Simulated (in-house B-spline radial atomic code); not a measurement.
Results of a calculation; reference values are marked as such.
**Se ion on Ge atom: potential, deflection and energy transfer**

The pair potential comes from two frozen, spherical free-atom densities (PBE, B-spline radial code, scalar-relativistic past argon): electrostatics plus the change in Thomas-Fermi kinetic and Dirac exchange energy where they overlap, the recipe behind the universal ZBL potential, which averages such potentials (from solid-state densities) over many pairs. It is written V = (Z1 Z2 e²/r) φ(r/a), with e² = 14.3996 eV·Å and a = 0.46850 Å/(Z1^0.23 + Z2^0.23); ZBL's fit is φ = 0.18175 e^(−3.1998x) + 0.50986 e^(−0.94229x) + 0.28022 e^(−0.4029x) + 0.02817 e^(−0.20162x). Where φ falls below 4e-4 it is continued as an exponential.

Masses 78.97 and 72.63 u.

```tsv
x = r/a	φ, this pair	φ, ZBL
0.1	0.8923	0.8928
0.25	0.7704	0.7647
0.5	0.6217	0.6096
1	0.4289	0.4164
1.5	0.3099	0.2995
2	0.23	0.2218
3	0.1337	0.1292
4	0.08179	0.08026
5	0.05267	0.05224
6.5	0.02832	0.02914
8	0.01597	0.01705
10	0.008363	0.008778
12	0.004754	0.00474
14.5	0.002398	0.002328
17	0.00121	0.001212
20	0.0005372	0.0005882
```

**Question.** At x = 0.5 the electrostatic, kinetic and exchange parts are 153265.96, 33388.1 and -827.28 eV. Find r, V and φ.

**Answer.** a = 0.46850/(2.2503 + 2.2191) = 0.10482 Å, so r = 0.05241 Å. V = 153265.96 + 33388.1 + (-827.28) = 185826.78 eV. The bare repulsion is 34 × 32 × 14.3996/0.05241 = 298920 eV, so φ = 0.6217, +2.0 % against ZBL's 0.6096. The kinetic (Pauli) term is 18 % of V here.

**Question.** The ion comes in at 31.2 keV with impact parameter 0.0524 Å. The scattering integral gives a centre-of-mass angle of 140.6° and a closest approach of 2.185 a. What are the reduced energy, the energy passed on and the laboratory angles?

**Answer.** ε = E a M2/(Z1 Z2 e² (M1 + M2)) = 31200 × 3.2055e-06 = 0.1. The most that one collision can pass on is γE with γ = 4 M1 M2/(M1 + M2)² = 0.9983. Here T = γE sin²(θ/2) = 0.9983 × 31200 × 0.8863 = 27600 eV. The ion turns by arctan(sin θ/(cos θ + M1/M2)) = 63.6°, and the struck atom leaves at (180° − θ)/2 = 19.7°. The closest approach is 0.229 Å. With ZBL the angle would be 139.86° and T = 27480 eV.
